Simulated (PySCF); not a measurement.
Broadened absorption spectrum of C6H11N3

Compound: C6H11N3.
Cartesian coordinates in Å at the PBE0-D3(BJ)/def2-SVP level; atoms count from 1:
```xyz
20
C6H11N3 angstrom
C     -1.6672   -0.5780    0.5668
C     -0.5499    0.3076    0.0030
C     -0.4093    1.5697    0.8643
C     -0.8758    0.7000   -1.4381
C      0.7516   -0.4539    0.0445
C      1.6959   -0.7235   -0.9701
N      2.6974   -1.4240   -0.4461
N      2.3483   -1.5531    0.8101
N      1.2107   -1.0041    1.1686
H     -1.7927   -1.4887   -0.0393
H     -1.4345   -0.8862    1.5963
H     -2.6245   -0.0335    0.5714
H     -1.3528    2.1384    0.8725
H     -0.1533    1.3038    1.9003
H      0.3846    2.2264    0.4761
H     -0.9643   -0.1858   -2.0864
H     -1.8328    1.2421   -1.4769
H     -0.1022    1.3598   -1.8617
H      1.6898   -0.4555   -2.0236
H      2.9269   -2.0563    1.4724
```

Method used: TDDFT PBE0/def2-SVPD, vertical, gas phase, core orbitals frozen in the response (PySCF).

Each state is given a Gaussian of 0.25 eV full width at half maximum, with ε(max) = 2.175×10⁸ f / Δν̃ (Δν̃ the width in cm⁻¹). The cross-section is σ = 3.8235×10⁻²¹ ε cm², given in Mb (10⁻¹⁸ cm²). The width is an assumption, not a result. The curve ends short of the highest state used, and states not computed would add to its high-energy end.

(E (eV), σ (Mb)): (6.06, 0.00), (6.10, 0.01), (6.14, 0.04), (6.17, 0.10), (6.21, 0.33), (6.25, 0.98), (6.29, 2.55), (6.32, 4.76), (6.36, 9.72), (6.40, 17.23), (6.43, 24.15), (6.47, 33.48), (6.51, 40.32), (6.55, 42.15), (6.58, 39.72), (6.62, 32.41), (6.66, 22.95), (6.69, 16.14), (6.73, 8.92), (6.77, 4.29), (6.80, 2.29), (6.84, 0.96), (6.88, 0.57), (6.92, 0.74), (6.95, 1.13), (6.99, 1.94), (7.03, 3.00), (7.06, 3.88), (7.10, 5.06), (7.14, 6.17), (7.17, 6.94), (7.21, 7.89), (7.25, 8.66), (7.29, 9.09), (7.32, 9.12), (7.36, 8.81), (7.40, 8.26), (7.43, 7.81), (7.47, 7.26), (7.51, 6.82), (7.55, 6.56), (7.58, 6.52), (7.62, 6.61), (7.66, 6.68)

(1) Where are the band maxima, and which computed states make them?

(2) On this curve, what absorbance would a 10⁻³ mol/L sample give at 193 nm over a 1 cm path?

(3) Coming from long wavelengths, where does ε first pass 100 L mol⁻¹ cm⁻¹?

Results:

(1) 189 nm (6.54 eV), ε about 11000, made up of S2 (100%); 170 nm (7.31 eV), ε about 2400, made up of S4 (78%) and S5 (13%); 162 nm (7.66 eV), ε about 1700, made up of S5 (20%) and S6 (80%) (hardly more than a shoulder) (ε in L mol⁻¹ cm⁻¹; maxima over ε = 5, shares over 10%). The states used: S1 6.44 eV (f 0.0005); S2 6.54 eV (f 0.102); S3 7.12 eV (f 0.0095); S4 7.30 eV (f 0.017); S5 7.49 eV (f 0.011); S6 7.70 eV (f 0.014); S7 8.03 eV (f 0.0001); S8 8.23 eV (f 0.277); S9 8.25 eV (f 0.028); S10 8.26 eV (f 0.143).

(2) 193 nm is 6.424 eV, where ε is about 5900 L mol⁻¹ cm⁻¹, so A = ε c l ≈ 5.9 (Beer–Lambert, with the gas-phase spectrum and the assumed width).

(3) At about 199 nm (6.22 eV), 0.22 eV below S1.

All these states lie below the vertical ionisation energy of 9.51 eV (ΔSCF).
